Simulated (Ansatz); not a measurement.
Relaxation of CH6Ge (8 atoms, charge 0, multiplicity 1), to a largest force component of 0.03 eV/Å in at most 50 steps.

Theory: RKS PBE0-D4/def2-SVP (Ansatz).

```xyz
8
Properties=species:S:1:pos:R:3:forces:R:3
Ge -0.518 0.621 1.456 -1.69 1.08 1.50
H 0.549 -0.071 0.497 1.61 -1.16 -1.71
C 0.605 -0.416 -0.623 0.33 0.07 0.22
H -0.342 -0.452 -1.151 -0.27 0.03 -0.02
H -1.728 -0.315 1.034 0.00 0.00 0.02
H -0.909 1.749 0.412 0.00 0.00 -0.01
H 1.051 -1.414 -0.532 0.01 0.01 0.00
H 1.294 0.296 -1.092 0.02 -0.02 0.01
```

Q: Where does it end, and by what steps?

A: It converged. After 6 steps the energy has fallen by 0.464 eV; H2 moved furthest, 0.36 Å. Parted: Ge1–H2 (1.59 → 2.22 Å).

| step | energy less start (eV) | largest force component (eV/Å) | accepted |
| --- | --- | --- | --- |
| 0 | 0.0000 | 1.713 | yes |
| 1 | -0.2704 | 1.063 | yes |
| 2 | -0.4178 | 0.936 | yes |
| 3 | -0.4582 | 0.149 | yes |
| 4 | -0.4530 | 0.169 | no |
| 5 | -0.4634 | 0.044 | yes |
| 6 | -0.4643 | 0.008 | yes |

```xyz
8
Properties=species:S:1:pos:R:3
Ge -0.763 0.743 1.596
H 0.888 -0.180 0.438
C 0.737 -0.454 -0.631
H -0.308 -0.349 -0.947
H -1.886 -0.257 1.065
H -1.092 1.790 0.439
H 1.051 -1.500 -0.730
H 1.374 0.208 -1.231
```

The run took 9.3 s on 2 threads of Arm Neoverse V2 (shared host), peak memory 0.14 GiB.
